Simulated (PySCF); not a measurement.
GaFClBr, SMILES [F][Ga]([Cl])[Br]. The structure is a stationary point at B3LYP-D3(BJ)/def2-SVP.

Question: Give the equilibrium geometry at B3LYP-D3(BJ)/def2-SVP (PySCF confirms it by a frequency run) as Cartesian coordinates in Å, and its point group. (Estimate from the structure and the level; the computed values follow.)

Answer: point group Cs.
```xyz
4

Ga    -0.3226     0.4925     0.0000
F     -2.0204     0.8924     0.0000
Cl     1.0651     2.1087     0.0000
Br     0.2879    -1.6899     0.0000
```
Charge 0, spin multiplicity 1.
